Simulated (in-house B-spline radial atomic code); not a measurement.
## Binding energies in Sn⁵⁺

NIST's tabulated ground configuration is [Kr] 4d9; each binding energy is the energy of the ion with one electron taken from that subshell, relaxed, less that of the parent. All numbers are computed (Dirac-Hartree-Fock, average of configuration; Fermi nucleus of rms radius 4.6519 fm) with an all-electron radial atomic-structure program (B-spline basis), not measured. Energies include first-order Breit, QED and recoil terms.

```
subshell  X-ray name  binding energy (eV)  -ε (eV)  relaxation (eV)
      1s           K              29276.4  29434.8             62.3
      2s          L1               4548.4   4590.3             32.0
   2p1/2          L2               4234.2   4279.3             35.4
   2p3/2          L3               4006.7   4047.6             34.2
      3s          M1                963.5    977.3             12.2
   3p1/2          M2                835.8    849.9             12.6
   3p3/2          M3                793.2    806.3             12.1
      4s          N1                219.1    222.0              2.7
   4p1/2          N2                174.6    177.2              2.4
   4p3/2          N3                166.8    169.1              2.2
      4d        N4,5                95.02    96.64             1.63
```

Relaxation = -ε minus the binding energy without Breit, QED and recoil terms.

Emission lines follow as differences of binding energies, with λ = 12398.42 eV·Å / E:

```tsv
line	holes	energy (eV)	wavelength (Å)
K-L3	1s → 2p3/2	25269.7	0.49064
K-L2	1s → 2p1/2	25042.2	0.4951
K-M3	1s → 3p3/2	28483.2	0.43529
L1-M3	2s → 3p3/2	3755.2	3.3017
L3-M1	2p3/2 → 3s	3043.2	4.0741
```

**Question.** What screening constant σ does Moseley's law, E = (3/4)·13.6057 eV·(Z - σ)², need for K-L3?

**Answer.** σ = 0.24.

Moseley's non-relativistic formula needs a falling, then negative, screening constant for heavy elements, because relativity binds the 1s electron more strongly than the formula allows.

**Question.** What does it cost to remove two 2p1/2 electrons?

**Answer.** 8635.4 eV, which is 167 eV more than the two single binding energies together.

**Question.** What does it cost to remove both a 3s and a 4p3/2 electron?

**Answer.** 1156.5 eV, which is 26.21 eV more than the two single binding energies together.

**Question.** What does it cost to remove both a 3p1/2 and a 4d electron?

**Answer.** 954.94 eV, which is 24.13 eV more than the two single binding energies together.
